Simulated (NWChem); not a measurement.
Molecule: BeNH₂I; SMILES [NH2][Be][I]

```xyz
5

Be     0.0000     0.0000     1.5296
I      0.0000     0.0000    -0.6514
N      0.0000     0.0000     3.0256
H      0.0000    -0.8270     3.6138
H      0.0000     0.8270     3.6138
```
Atoms are numbered in this order, from 1.

Geometry: optimised at PBE0/def2-SVP. B3LYP is NWChem's, with the RPA form of VWN correlation. def2 effective core potentials on I; no spin-orbit coupling.

Symmetry labels are those of C2v in the frame above (b1 and b2, or b-type labels, depend on it).

### Question
List the 4 lowest vertical singlet excitations from B3LYP/def2-SVPD with def2 effective core potentials on I, TDA (NWChem).

### Answer
```
state  energy (eV)  oscillator strength  symmetry  leading excitation (squared amplitude)
-----  -----------  -------------------  --------  --------------------------------------
S1            5.48                0.000        a2                    HOMO → LUMO+1 (0.96)
S2            5.59                0.002        b1                      HOMO → LUMO (0.97)
S3            6.05                0.060        b2                    HOMO−1 → LUMO (0.97)
S4            6.13                0.000        a2                  HOMO−2 → LUMO+1 (0.96)
```
